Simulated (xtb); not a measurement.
Te(OMe)(NH2) (CH5NOTe), SMILES CO[Te]N. All values are semi-empirical tight-binding results from xtb (GFN2-xTB unless named), good for trends rather than for accurate numbers. Geometry: GFN2-xTB. The structure was generated by enumeration, and PubChem lists no compound with its InChIKey, so it may never have been made. The values are those of a single conformer.

Problem. Estimate the properties. (Estimate from the structure and the level; the computed values follow.)

Solution. 
```
Property                                          Value
----------------------------------------  -------------
orbital gap                                     3.92 eV
zero-point energy                         40.4 kcal/mol
G − E(el) at 298.15 K (modified RRHO)     20.5 kcal/mol
static polarisability (D4 model)             68.6 bohr³
solvation energy, GFN2-xTB/ALPB(water)    -5.9 kcal/mol
solvation energy, GFN2-xTB/ALPB(benzene)  -5.8 kcal/mol
```
